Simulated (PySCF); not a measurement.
Simulation results for B2H4NO, B2FH5N, AlBH6N, AlBH5NSi

Calculation on a computer-drawn molecule: optimised geometry and harmonic frequencies of an isolated molecule of the commonest isotopes, restricted reference for singlets and unrestricted otherwise, frozen core in MP2. Program: PySCF 2.14.0.

Common to all runs: multiplicity 1; method HF.

(1) B2H4NO

Start structure:
```xyz
8
B2H4NO
N      0.3490    -0.7804    -2.0802
B     -0.8451    -0.9183    -0.9880
B     -1.4374     0.6965    -0.8168
O     -1.7979     1.8427    -0.5567
H      0.0165    -0.3731    -2.9131
H      1.0784    -0.2265    -1.6699
H     -1.7308    -1.6031    -1.4287
H     -0.3996    -1.3786     0.0213
```

It was run with charge -1 and basis aug-cc-pVDZ.

Results for B2H4NO: rotational constants 26.84, 3.591, 3.306 GHz; total energy -181.1198 hartree; convergence status largest gradient component 1.333e-05 hartree/bohr.

Drawn bonds:
```
atom  other atom  order
   1           2      1
   2           3      1
   3           4      2
   1           5      1
   1           6      1
   2           7      1
   2           8      1
```

Optimised structure:
```xyz
8
B2H4NO
N      0.3760    -0.8516    -2.0696
B     -0.8031    -0.8517    -1.0468
B     -1.4778     0.7378    -0.7034
O     -1.9385     1.8347    -0.4703
H      0.1033    -0.4698    -2.9585
H      1.1460    -0.2867    -1.7563
H     -1.7425    -1.5419    -1.4700
H     -0.4303    -1.3117     0.0428
```

Modes:
```
frequency (cm⁻¹)  reduced mass (dalton)
           165.7                  4.728
           221.8                  1.245
           321.9                  1.959
           492.5                  5.776
           623.2                   3.81
           747.8                  1.567
           809.2                  1.605
             918                  3.067
           954.9                  1.162
            1159                  1.344
            1209                  1.246
            1229                  1.104
            1719                  1.095
            1948                  12.37
            2320                  1.105
            2338                  1.053
            3684                  1.051
            3754                  1.091
```

(2) B2FH5N

Start structure:
```xyz
9
B2FH5N
N     -0.9819    -0.9483     2.4085
B      0.2942    -0.0258     2.5490
B      1.6861    -0.6850     1.9265
F      1.8491    -1.6656     0.8986
H     -1.0552    -1.2950     1.4354
H     -1.8421    -0.3420     2.5134
H      0.1700     0.9825     1.8748
H      0.3128     0.3179     3.7211
H      2.7562    -0.2638     2.1254
```

Here we set charge -1 and basis aug-cc-pVDZ.

The calculation gives: rotational constants 15.67, 4.311, 3.502 GHz; total energy -206.2339 hartree; convergence status largest gradient component 1.93e-05 hartree/bohr.

Drawn bonds:
```
atom  other atom  order
   1           2      1
   2           3      1
   3           4      1
   1           5      1
   1           6      1
   2           7      1
   2           8      1
   3           9      1
```

Optimised structure:
```xyz
9
B2FH5N
N     -1.0210    -0.9377     2.3555
B      0.2472    -0.0462     2.5353
B      1.7064    -0.6752     1.9108
F      1.8002    -1.7006     0.9846
H     -1.1018    -1.2833     1.4149
H     -1.8662    -0.4229     2.5304
H      0.2123     1.0569     1.8741
H      0.3874     0.2956     3.7277
H      2.8248    -0.2116     2.1193
```

Modes:
```
frequency (cm⁻¹)  reduced mass (dalton)
           116.8                  1.553
           147.4                  3.758
           246.9                   1.28
           368.7                  1.438
           567.4                  2.898
           669.2                  2.424
           742.7                  1.167
           888.1                  1.778
           962.6                  1.876
           994.7                   1.45
            1057                  2.254
            1097                  1.612
            1198                   1.25
            1211                  1.153
            1301                   2.16
            1720                  1.093
            2019                  1.071
            2274                  1.072
            2465                   1.09
            3680                  1.051
            3749                  1.091
```

(3) AlBH6N

Start structure:
```xyz
9
AlBH6N
N     -1.3059    -1.8965     0.9567
B     -1.9401    -1.2310    -0.1483
Al    -0.3580    -0.7641    -1.5559
H     -1.7546    -2.2034     1.7621
H     -0.3820    -2.0612     0.9389
H     -3.1388    -1.1638     0.0100
H     -0.3861    -1.4287    -2.9592
H      1.0586    -1.3320    -0.6907
H     -0.0212     0.8724    -1.7545
```

Settings of this run: charge -1 and basis aug-cc-pV(D+d)Z.

The calculation gives: rotational constants 28.79, 3.925, 3.635 GHz; total energy -324.5763 hartree; convergence status largest gradient component 1.432e-05 hartree/bohr.

Drawn bonds:
```
atom  other atom  order
   1           2      1
   2           3      1
   1           4      1
   1           5      1
   2           6      1
   3           7      1
   3           8      1
   3           9      1
```

Optimised structure:
```xyz
9
AlBH6N
N     -1.3905    -1.9636     1.1065
B     -1.7443    -1.2812    -0.0880
Al    -0.2235    -0.7113    -1.5805
H     -2.0384    -2.2438     1.8115
H     -0.4448    -2.2065     1.3079
H     -2.9542    -1.0785    -0.1427
H     -0.5134    -1.4293    -3.0405
H      1.2555    -1.2206    -1.0182
H     -0.1747     0.9264    -1.7969
```

Modes:
```
frequency (cm⁻¹)  reduced mass (dalton)
           104.4                   1.26
           173.4                  2.184
           349.9                  1.043
           442.9                  2.583
           532.2                  1.209
             572                  1.624
           637.4                  1.472
           806.4                  1.047
           809.1                  1.046
             822                  1.106
           934.6                  1.094
           951.7                  1.152
            1195                  2.043
            1286                  2.346
            1609                  1.048
            1635                  1.048
            1714                  1.018
            1749                  1.159
            2439                  1.087
            3781                  1.048
            3885                  1.099
```

(4) AlBH5NSi

Start structure:
```xyz
9
AlBH5NSi
N     -2.0251     1.5832    -0.8212
B     -1.3485     0.4016    -1.0331
Al    -1.9078    -0.9726    -2.5019
Si    -0.4924    -0.4501     0.5968
H     -2.0397     2.0612     0.0749
H     -2.4760     2.0233    -1.5623
H      0.9674    -0.1560     0.8333
H     -1.0777     0.0076     1.9087
H     -0.6720    -1.8927     0.5769
```

Settings of this run: charge 0 and basis cc-pV(D+d)Z.

Results for AlBH5NSi: rotational constants 5.828, 2.308, 1.685 GHz; total energy -612.8829 hartree; convergence status largest gradient component 3.582e-05 hartree/bohr.

Drawn bonds:
```
atom  other atom  order
   1           2      1
   2           3      1
   2           4      1
   1           5      1
   1           6      1
   4           7      1
   4           8      1
   4           9      1
```

Optimised structure:
```xyz
9
AlBH5NSi
N     -2.1527     1.5027    -0.7712
B     -1.4464     0.3070    -0.9445
Al    -1.3900    -0.6817    -2.9735
Si    -0.5002    -0.4549     0.7130
H     -2.2182     1.9936     0.0998
H     -2.6527     1.9703    -1.5012
H      0.9661    -0.5825     0.4792
H     -0.6803     0.3747     1.9415
H     -0.9974    -1.8237     1.0292
```

Modes:
```
frequency (cm⁻¹)  reduced mass (dalton)
            86.5                   1.06
           107.5                  5.722
           210.5                  3.123
           240.4                  2.863
           355.6                  5.609
           525.5                  1.178
           559.5                  1.922
           660.8                  1.257
           721.8                  2.209
           731.3                  1.194
           994.6                   1.11
            1025                  1.034
            1026                  1.037
            1113                  1.455
            1340                   5.26
            1776                  1.166
            2242                  1.045
            2256                  1.049
            2269                  1.025
            3769                   1.05
            3856                  1.098
```
